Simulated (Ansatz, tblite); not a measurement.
Removing and adding an electron: Rb₃. Total charge 0; doublet. Geometry: B3LYP/def2-TZVP. Ansatz, gas phase; energy differences of separate SCF runs; the oxidised species is a singlet (the triplet lies 0.31 eV higher at PBE0/def2-TZVP); the reduced species is a singlet (the triplet lies 0.17 eV higher at PBE0/def2-TZVPD).

Cartesian coordinates in Å:
```
Rb 1.549 -0.313 -3.355
Rb -1.315 1.997 2.834
Rb -0.234 -1.685 0.521
```

In the def2 sets Rb takes a core potential; there is no spin–orbit coupling. The xTB rows come from tblite. Correlated methods freeze no core orbitals; core or outer-core shells of Rb are correlated, in sets that lack core-valence functions. The structure comes from a short search, and lower isomers may exist.

```json
{"level": "GFN1-xTB", "−HOMO (eV)": "–", "vertical IE (eV)": "9.88", "−LUMO (eV)": "–", "vertical EA (eV)": "–", "HOMO–LUMO gap (eV)": "–", "IE − EA (eV)": "–", "remarks": "–"}
{"level": "r2SCAN/def2-TZVP", "−HOMO (eV)": "2.36", "vertical IE (eV)": "3.50", "−LUMO (eV)": "1.50", "vertical EA (eV)": "–", "HOMO–LUMO gap (eV)": "0.86", "IE − EA (eV)": "–", "remarks": "restricted SCF unstable in HF (+1 singlet), spin-contaminated (⟨S²⟩ 0.91) (doublet)"}
{"level": "r2SCAN/def2-TZVPD", "−HOMO (eV)": "2.36", "vertical IE (eV)": "–", "−LUMO (eV)": "1.50", "vertical EA (eV)": "0.63", "HOMO–LUMO gap (eV)": "0.86", "IE − EA (eV)": "–", "remarks": "HOMO above zero (-1 singlet), restricted SCF unstable in HF (-1 singlet), spin-contaminated (⟨S²⟩ 0.91) (doublet)"}
{"level": "PBE0/def2-TZVPD", "−HOMO (eV)": "2.60", "vertical IE (eV)": "–", "−LUMO (eV)": "1.48", "vertical EA (eV)": "0.74", "HOMO–LUMO gap (eV)": "1.11", "IE − EA (eV)": "–", "remarks": "restricted SCF unstable in HF (-1 singlet)"}
{"level": "CCSD/def2-TZVPP", "−HOMO (eV)": "–", "vertical IE (eV)": "3.38", "−LUMO (eV)": "–", "vertical EA (eV)": "–", "HOMO–LUMO gap (eV)": "–", "IE − EA (eV)": "–", "remarks": "restricted SCF unstable (+1 singlet), spin-contaminated (⟨S²⟩ 1.13) (doublet)"}
{"level": "CCSD(T)/def2-TZVPP", "−HOMO (eV)": "–", "vertical IE (eV)": "3.38", "−LUMO (eV)": "–", "vertical EA (eV)": "–", "HOMO–LUMO gap (eV)": "–", "IE − EA (eV)": "–", "remarks": "restricted SCF unstable (+1 singlet), spin-contaminated (⟨S²⟩ 1.13) (doublet)"}
```

(1) Estimate the rows for GFN2-xTB, PBE/def2-TZVP, PBE/def2-TZVPD, PBE0/def2-TZVP, CCSD/def2-TZVPD, CCSD(T)/def2-TZVPD.

Answers

(1) 
| level | −HOMO (eV) | vertical IE (eV) | −LUMO (eV) | vertical EA (eV) | HOMO–LUMO gap (eV) | IE − EA (eV) | remarks |
| --- | --- | --- | --- | --- | --- | --- | --- |
| GFN2-xTB | – | 6.21 | – | 2.58 | – | 3.63 | – |
| PBE/def2-TZVP | 2.24 | 3.55 | 1.93 | – | 0.31 | – | restricted SCF unstable in HF (+1 singlet) |
| PBE/def2-TZVPD | 2.24 | – | 1.93 | 0.79 | 0.31 | – | HOMO above zero (-1 singlet), restricted SCF unstable in HF (-1 singlet) |
| PBE0/def2-TZVP | 2.60 | 3.51 | 1.48 | – | 1.11 | – | restricted SCF unstable in HF (+1 singlet) |
| CCSD/def2-TZVPD | – | – | – | 0.71 | – | – | large T1 (0.023) (-1 singlet), restricted SCF unstable (-1 singlet), spin-contaminated (⟨S²⟩ 1.13) (doublet) |
| CCSD(T)/def2-TZVPD | – | – | – | 0.78 | – | – | large T1 (0.023) (-1 singlet), restricted SCF unstable (-1 singlet), spin-contaminated (⟨S²⟩ 1.13) (doublet) |

Run but left out: HF/def2-TZVPP, MP2/def2-TZVPP, HF/def2-TZVPD, MP2/def2-TZVPD (doublet: ⟨S²⟩ 1.13, where a pure state has 0.75).   A HOMO above zero means that the electron is unbound at that level or that self-interaction error raises the level; the energy of removing that electron tells which. HOMO and LUMO are the levels of the spin that leaves or enters (xTB has no such levels and no spin-polarisation term). Other spin states of the ions may lie lower, which would lower the ionisation energy or raise the affinity. Raw xTB energy differences between charge states are shifted by several eV; the methods need an empirical correction for them.
